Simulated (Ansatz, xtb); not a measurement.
**Ranking isomers of AlBFH5Si**

5 gas-phase structures of AlBFH5Si, found in a search over its isomers (lower ones may exist). Each was relaxed with GFN2-xTB; where two conformers were screened, the lower at r2SCAN-D4/def2-SVP is listed:

A. `[F][AlH][BH][SiH3]`, a singlet
B. a singlet given by its coordinates
C. `B[SiH2][AlH][F]`, a singlet
D. `[BH2][Al]([F])[SiH3]`, a singlet
E. a singlet given by its coordinates

B (Å):

```yaml
atoms:
  - { symbol: Al, position_ang: [-1.3872, 0.0695, -1.2913] }
  - { symbol: B, position_ang: [0.2603, 1.0636, -0.6558] }
  - { symbol: F, position_ang: [-2.7544, -0.7007, -1.8324] }
  - { symbol: Si, position_ang: [1.1505, -0.2716, 0.5120] }
  - { symbol: H, position_ang: [-0.2072, 2.0157, -0.1110] }
  - { symbol: H, position_ang: [0.8141, 1.3294, -1.6774] }
  - { symbol: H, position_ang: [2.4028, 0.1434, 1.1753] }
  - { symbol: H, position_ang: [0.3097, -0.7604, 1.6358] }
  - { symbol: H, position_ang: [1.5246, -1.5358, -0.1727] }
```

Close contacts (Å): Al1–B2 2.03, Al1–F3 1.66, B2–Si4 1.98, B2–H5 1.19, B2–H6 1.19, Si4–H7 1.48, Si4–H8 1.49, Si4–H9 1.49.

E (Å):

```xyz
9

Al    0.4123   -1.2337   -0.1381
B    -0.9194    0.3841   -0.3710
F     1.3681   -1.3781    1.2190
Si    0.6430    1.4762   -0.4087
H     1.4369    1.9135   -1.5837
H     1.4732    2.0476    0.6756
H    -1.5205    0.2547   -1.3838
H     0.6826   -2.5240   -0.9732
H    -1.5346    0.3905    0.6478
```

Close contacts (Å): Al1–B2 2.11, Al1–F3 1.67, Al1–Si4 2.73, B2–Si4 1.91, Al1–H8 1.56, B2–H7 1.18, B2–H9 1.19, Si4–H5 1.48, Si4–H6 1.48.

Problem. Estimate their order in r2SCAN-D4/def2-SVP energy at these geometries, lowest first.

Solution. Calculated order at r2SCAN-D4/def2-SVP: B (0.0), E (9.5), C (10.8), D (17.1), A (18.6) kcal/mol.

Energies above the lowest of each column, in kcal/mol; the last columns are at B3LYP/6-31G* geometries (a dash: not run or not comparable):

| structure | GFN2-xTB | HF/STO-3G | r2SCAN-D4/def2-SVP | B3LYP/6-31G* | CCSD(T)/def2-SVP + ΔMP2/def2-TZVPP |
| --- | --- | --- | --- | --- | --- |
| B | 5.7 | 0.0 | 0.0 | 0.0 | 0.0 |
| E | 0.0 | 31.5 | 9.5 | 4.3 | 2.8 |
| C | 11.1 | 5.3 | 10.8 | 4.6 | 7.3 |
| D | 24.7 | 9.7 | 17.1 | 9.1 | – |
| A | 22.9 | 10.8 | 18.6 | 14.5 | – |

CCSD(T)/def2-SVP + ΔMP2/def2-TZVPP puts B lowest of those it was run on; GFN2-xTB picks E. Flexible structures stand in one conformer each, not always the lowest. Frequencies (B3LYP/6-31G*) were run for B, C, E alone. ΔMP2 is the change of the MP2 energy from the smaller to the larger basis.

Over these structures GFN2-xTB departs from r2SCAN-D4/def2-SVP by 5.0 kcal/mol on average once a common shift is removed. A GFN2-xTB relaxation took about 0.13 s and the r2SCAN-D4/def2-SVP energy about 1.2 s on a shared host (Ansatz 0.2.0, xtb 6.7.1 (Pople sets with spherical d functions)).
